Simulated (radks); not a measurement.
The nuclear charge of neutral chromium is varied continuously with 24 electrons held in [Ar] 3d5 4s1. Method: scalar-relativistic Kohn-Sham, PBEsol, spin-unpolarised, spherical densities, finite nucleus; Fermi nuclear charge, rms radius 3.6452 fm; computed with a radial shooting solver on a logarithmic mesh with Libxc functionals. By the Hellmann-Feynman theorem dE/dZ = E(electron-nucleus)/Z, the electronic potential at the nucleus (averaged over a nucleus of fixed radius). The scalar-relativistic energy here is not variational (the density holds large components alone), so the two differ by a part that grows with Z.

| Z | E (hartree) | E(electron-nucleus)/Z (hartree) | HOMO | e(HOMO) (eV) | <r> HOMO (bohr) |
|---|---|---|---|---|---|
| 23.8 | -1028.67339 | -103.222 | 3d | -1.275 | 1.628 |
| 23.9 | -1039.03227 | -103.812 | 3d | -2.065 | 1.568 |
| 24 | -1049.45018 | -104.401 | 3d | -2.929 | 1.515 |
| 24.1 | -1059.92697 | -104.988 | 3d | -3.862 | 1.468 |
| 24.2 | -1070.46252 | -105.574 | 3d | -4.862 | 1.426 |
| 24.3 | -1081.05672 | -106.159 | 3d | -5.924 | 1.387 |
| 24.4 | -1091.70949 | -106.743 | 4s | -6.806 | 3.132 |
| 24.5 | -1102.42074 | -107.326 | 4s | -7.582 | 3.070 |
| 24.6 | -1113.19038 | -107.908 | 4s | -8.386 | 3.010 |
| 24.7 | -1124.01834 | -108.490 | 4s | -9.219 | 2.953 |
| 24.8 | -1134.90458 | -109.071 | 4s | -10.079 | 2.899 |
| 24.9 | -1145.84901 | -109.652 | 4s | -10.965 | 2.847 |
| 25 | -1156.85161 | -110.232 | 4s | -11.878 | 2.797 |

The central difference of E at Z = 24 is -104.473 hartree, to compare with the third column; the second derivative is -5.89 hartree.
